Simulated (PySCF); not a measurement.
Species: VClF3 (doublet state).
Bonds: V1–Cl2, V1–F3, V1–F4, V1–F5.

Computed, not measured: PySCF, PBE0-D3(BJ)/def2-SVP geometry optimisation, gas phase.

Q: How far are the bound atoms from V1?

A: 4 atoms: F5 1.696 Å, F3 1.696 Å, F4 1.703 Å, Cl2 2.140 Å.

Q: List the angles at V1.

A: 
```
    angle  degrees  distance of the outer atoms (Å)
 F3–V1–F5    120.4                             2.94
Cl2–V1–F4    110.4                             3.17
Cl2–V1–F5    107.2                             3.10
Cl2–V1–F3    106.9                             3.09
 F3–V1–F4    106.0                             2.71
 F4–V1–F5    105.9                             2.71
```

Q: What is the shape at V1?

A: Distorted tetrahedral: angles from 105.9° to 120.4°; τ4 = (360° − α − β)/141° = 0.92 with α and β the two widest (0 for a square, 1 for a tetrahedron).

Q: What are the rotational constants (commonest isotopes, rigid rotor)?

A: A = 3420, B = 2215, C = 2063 MHz: an asymmetric top.

Point group: near C3v, missed by 0.23 Å at most; the miss may be what the optimiser left on a soft mode (Cs holds within 0.08 Å). Charge 0, doublet. ⟨S²⟩ = 0.756 (exact for a doublet: 0.75). Not checked by PBE0-D3(BJ)/def2-SVP frequencies.

Neither the SCF state along the optimisation nor the shape of the open-shell metal species was proved the lowest: other solutions of the same spin, or a structure of lower symmetry, can lie below.
